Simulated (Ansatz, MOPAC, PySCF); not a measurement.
Pair of molecules: HCl (SMILES Cl) (first 2 atoms) with AsH3 (SMILES [AsH3]); geometry from B3LYP-D3(BJ)/def2-TZVP, rigid monomers moved along the line of their centres of mass till Cl1···As3 is 3.47 Å.
(charge 0, multiplicity 1):
```xyz
6

Cl     0.4583    -1.3521     0.3597
H     -0.7168    -0.9572     0.6878
As     0.1815     0.6160     3.2083
H     -0.7027    -0.6261     3.1562
H     -0.4372     1.1809     1.9334
H     -0.8250     1.3572     4.0851
```

Counterpoise-corrected where a basis set is named; no monomer relaxation.

Rows in 6-31G* carry no dispersion term and start afresh at each structure (6-31G* with six Cartesian d functions); the Pople sets are all-electron and without relativity. The state reached by AM1 isn't checked.

The values were computed with Ansatz (a program for electronic structure); MOPAC for AM1 (differences of heats of formation); PySCF for 6-31G* rows, the dispersion terms. Each number belongs to the level named beside it.

Q: One of these levels gives -2.1 meV for the interaction energy. Which one is it?
(A) r2SCAN-D3(BJ)/def2-TZVPPD
(B) PBE/def2-TZVPPD
(C) HF/6-31G*
(D) AM1

A: A, r2SCAN-D3(BJ)/def2-TZVPPD. The others give 17.2 (AM1), 139.8 (HF/6-31G*), 36.0 (PBE/def2-TZVPPD)
